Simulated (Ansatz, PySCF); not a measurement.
Reaction R1 + R2 → P1 + P2, each structure at its B3LYP-D3(BJ)/def2-TZVP stationary point, reached from a drawn start (curvature not checked).
R1: SiH4 (SMILES [SiH4]), charge 0, multiplicity 1.
P1, Si2H6 (SMILES [SiH3][SiH3]) (charge 0, multiplicity 1, Z-matrix in Å and degrees):
```
Si
H 1 1.4832
H 1 1.4832 2 108.64
H 1 1.4832 2 108.64 3 118.01
Si 1 2.3445 2 110.29 3 -121.00
H 5 1.4832 1 110.29 2 180.00
H 5 1.4832 6 108.64 1 -121.00
H 5 1.4832 6 108.64 7 -118.01
```
R2, ClH3Si (SMILES [SiH3]Cl) (charge 0, multiplicity 1):
```xyz
5

Si    -0.13242    -0.00589    -0.00475
Cl     1.93053     0.08594     0.06952
H     -0.51990    -1.00879    -1.01571
H     -0.64685     1.32641    -0.37669
H     -0.63146    -0.39766     1.32773
```
P2, HCl (SMILES Cl) (charge 0, multiplicity 1):
```json
[
 {"atom": "Cl", "x (Å)": "0.0000", "y (Å)": "0.0000", "z (Å)": "0.6410"},
 {"atom": "H", "x (Å)": "0.0000", "y (Å)": "0.0000", "z (Å)": "-0.6410"}
]
```

P less R. No zero-point or thermal terms.

Cores are frozen in the correlated methods.

Codes used: Ansatz (Gaussian orbitals); PySCF for M06-2X and the D3/D4 terms. Each number belongs to the level named beside it.

Task: Estimate the reaction energy that CAM-B3LYP-D4/def2-TZVPP returns for this input.

Result: 22.3 kcal/mol

Task: Estimate the reaction energy that M06-2X/def2-TZVPP returns for this input.

Result: 23.6 kcal/mol

Task: Predict the reaction energy from B2PLYP-D4/def2-TZVPP.

Result: 22.5 kcal/mol

Ansatz is an electronic-structure program.
